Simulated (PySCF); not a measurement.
Delta-SCF ions had no search for a lower state. Excitations are Tamm–Dancoff values on a coarser integration grid. The basis has no diffuse functions, so Rydberg states are missing or too high.

## H4GaN, SMILES `[NH2][GaH2]` (charge 0, multiplicity 1)

Method: ωB97X-D3(BJ)/def2-TZVP // PBE0-D3(BJ)/def2-TZVP run with PySCF.

* **HOMO**: -9.93 eV
* **dipole moment**: 0.93 D
* **HOMO–LUMO gap**: 11.08 eV
* **LUMO**: 1.15 eV
* **S1 excitation (TDA)**: 6.44 eV
* **S1 oscillator strength**: 0.000
* **brightest of the four lowest singlets (TDA)**: 6.53 eV
* **T1 excitation (TDA)**: 5.19 eV
* **S1–T1 gap (TDA)**: 1.26 eV
* **vertical ionisation energy (Delta-SCF)**: 9.88 eV
* **total energy**: -1982.0255 Ha
* **cost**: about 40 core-seconds (a rough figure)

```xyz
6

N     -0.9531    -0.0010    -0.0004
Ga     0.8602     0.0009     0.0004
H     -1.5169     0.8301    -0.0525
H     -1.5152    -0.8334     0.0513
H      1.5640    -1.3900     0.0872
H      1.5610     1.3935    -0.0859
```
